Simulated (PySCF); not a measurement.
A series of trigonal planar complexes of Fe(III)

All values are computed with PySCF: state-averaged CASSCF of the d shell with SC-NEVPT2, spin-free X2C, triple-zeta basis on the metal and double-zeta on the ligands, mean-field spin-orbit coupling; model geometries with bond lengths from ionic radii.

| complex | point group | M–L / Å | L–M–L / ° | solvent |
| --- | --- | --- | --- | --- |
| FeI3 | D3h | 2.52 | 120 | none |
| FeCl3 | D3h | 2.17 | 120 | none |
| Fe(OH)3 | C3h | 1.79 | 120 | none |
| Fe(SH)3 | C3h | 2.21 | 120 | none |

Rank by the spin-orbit constant ζ, lowest first.
A. FeCl3
B. Fe(OH)3
C. Fe(SH)3
D. FeI3

D (271 cm⁻¹), C (386 cm⁻¹), A (398 cm⁻¹), B (412 cm⁻¹).

What are the ground states and moments?


```
complex  shell  ground state (NEVPT2)  total orbital splitting (CASSCF fit) / cm⁻¹  μeff(300 K) / μB
   FeI3     d5                   6A1'                                        10081              5.92
  FeCl3     d5                   6A1'                                        11228              5.92
Fe(OH)3     d5                    6A'                                        13113              5.92
Fe(SH)3     d5                    6A'                                         8570              5.92
```

The trigonal planar shape is imposed. Real complexes may take another, with another ground state.
